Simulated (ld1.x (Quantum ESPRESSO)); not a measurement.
# How hard is this Pt TM potential?

Pt, norm-conserving Troullier–Martins (Kleinman–Bylander form), made with ld1.x (Quantum ESPRESSO) 7.5 (PBEsol, scalar-relativistic). Core [Xe] 4f14, reference 5d9 6s1 6p0. Waves: 6s (bound): rc 2.05 bohr; 5d (bound): rc 1.80 bohr; 6p (bound, empty): rc 3.85 bohr. Local part: the p channel. Core correction: none.

The pseudo-atom Hamiltonian at the reference potential is diagonalised in spherical Bessel functions j_l(qr) that vanish at 20 bohr, with q² up to the cutoff. All-electron valence levels (Ry): 6s -0.4187, 5d -0.4533, 6p -0.0572.

Question: How do the lowest levels (Ry) of each channel move with the cutoff, and are there ghosts?

Answer:

```
cutoff (Ry)     s #1    s #2     d #1     p #1    f #1    f #2  Σ f·Δε (mRy)
          8  -0.4118  0.0111   0.0637  -0.0571  0.1144  0.2429        4659.6
         10  -0.4118  0.0111   0.0613  -0.0571  0.1144  0.2429        4638.0
         15  -0.4150  0.0110  -0.0586  -0.0571  0.1144  0.2429        3555.8
         18  -0.4174  0.0109  -0.2406  -0.0571  0.1144  0.2429        1915.5
         21  -0.4180  0.0108  -0.3288  -0.0571  0.1144  0.2429        1121.0
         30  -0.4182  0.0108  -0.4314  -0.0571  0.1144  0.2429         197.3
         35  -0.4184  0.0108  -0.4477  -0.0571  0.1144  0.2429          50.5
         40  -0.4186  0.0108  -0.4522  -0.0571  0.1144  0.2429           9.3
         45  -0.4187  0.0108  -0.4530  -0.0571  0.1144  0.2429           2.6
         55  -0.4187  0.0108  -0.4532  -0.0571  0.1144  0.2429           1.0
         60  -0.4187  0.0108  -0.4532  -0.0571  0.1144  0.2429           0.8
        400  -0.4187  0.0108  -0.4533  -0.0571  0.1144  0.2429           0.0
```

Result: no extra level below or beside the all-electron valence levels (s, d, p, f tested); 10 mRy is reached at 40 Ry and 1 mRy at 50 Ry.

Its largest configuration-test error is -1321 meV.
